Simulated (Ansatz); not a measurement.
`BN([SiH3])[SiH2]F` + `[CH3][AlH][CH2]F` → `F[CH2][AlH][SiH3]` + `BN(C)[SiH2]F`  (redistribution)

Computed with Ansatz on PBE0-D4/def2-TZVP structures; ΔE is electronic, products minus reactants. CBS: MP2 limit from def2 TZ/QZ plus the TZ coupled-cluster correction, frozen cores. DFT in def2-TZVPP. One conformer a species, not always the lowest.

| level | ΔE (kJ/mol) | difference from CCSD(T)/CBS |
| --- | --- | --- |
| PBE-D4 | 86.6 | -23.9 |
| r2SCAN-D4 | 105.2 | -5.3 |
| ωB97X-V | 103.6 | -6.9 |
| r2SCAN | 104.9 | -5.6 |
| SCS-MP2/def2-TZVPP | 116.4 | 5.9 |
| CCSD(T)/def2-TZVPP | 106.4 | -4.1 |
| HF/def2-QZVPP | 117.6 | 7.1 |
| SCS-MP2/def2-QZVPP | 119.4 | 8.9 |
| MP2/CBS(def2) | 123.9 | 13.4 |
| CCSD/CBS(def2) | 111.7 | 1.2 |
| CCSD(T)/CBS | 110.5 | 0 |

Largest T1 diagnostic among the species: 0.012.

From PBE to PBE0 (25 % exact exchange), in def2-TZVPP and without D4, ΔE moves by +7.4 kJ/mol.
